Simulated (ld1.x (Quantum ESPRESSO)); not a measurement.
**Building the PAW potential for Zr (Z = 40) (PBEsol, fully relativistic).**

Zr, PAW, made with ld1.x (Quantum ESPRESSO) 7.5 (PBEsol, fully relativistic). Core [Ar] 3d10 4s2, reference 4p6 4d2 5s0 5p0 (charge +2). Waves: 5s (bound, empty): rcut 2.40, rcutus 2.95 bohr; 5s channel at 0.9 Ry: rcut 2.40, rcutus 2.95 bohr; 4p (bound): rcut 2.30, rcutus 2.45 bohr; 5p (bound, empty): rcut 2.30, rcutus 2.45 bohr; 4d (bound): rcut 2.55, rcutus 3.05 bohr; 4d channel at -0.05 Ry: rcut 2.55, rcutus 3.05 bohr. Local part: all-electron potential smoothed inside 2.35 bohr (lloc = -2). Core correction: Bessel-smoothed model core, default radius (core density twice the valence density). Augmentation charge: BESSEL, radius 1.75 bohr.

Open shells are filled in proportion to 2j + 1 (rel_dist='average').

All-electron outer shells of the reference configuration (PBEsol, scalar-relativistic, ld1.x):

| shell | level (eV) | outermost node (bohr) | outermost maximum (bohr) |
| --- | --- | --- | --- |
| 4s | -68.93 | 0.55 | 1.08 |
| 4p | -46.88 | 0.56 | 1.17 |
| 4d | -17.27 | 0.58 | 1.57 |
| 5s | -15.90 | 1.45 | 2.85 |
| 5p | -11.50 | 1.65 | 3.44 |

Calculated quality:

* Configuration tests: test run stopped at test 1 of 7 (negative rho)

The ghost test of this file was not conclusive.

Generation and tests took about 2.1 s on one core of a shared server CPU.
